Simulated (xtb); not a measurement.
H2OSSn, SMILES [Sn]([OH])[SH] (connectivity only; charge and spin as stated), neutral, multiplicity 1. All values are semi-empirical tight-binding results from xtb (GFN2-xTB unless named), good for trends rather than for accurate numbers. Geometry: GFN2-xTB. The values are those of a single conformer.

Optimised geometry:

Bonds (Å): Sn1–O2 2.011, Sn1–S4 2.461, O2–H3 0.955, S4–H5 1.326. Bond angles (°): O2–Sn1–S4 97.4, Sn1–O2–H3 129.2, Sn1–S4–H5 99.8.

For metal compounds this method's bond lengths and energies can be far off.

Estimate the properties. (The exact figures need the calculation; the answer reports its results.)


```
Property                                       Value
-------------------------------------  -------------
point group as xtb finds it                       Cs
orbital gap                                  3.51 eV
zero-point energy                      12.3 kcal/mol
G − E(el) at 298.15 K (modified RRHO)  -6.6 kcal/mol
```

Give the atomic charges and the Wiberg bond orders between heavy atoms. (Estimate from the structure and the level; the computed values follow.)

charges (e) Sn1 0.45, O2 -0.55, H3 0.30, S4 -0.39, H5 0.18. Bond orders Sn1–O2 1.23, Sn1–S4 1.22.
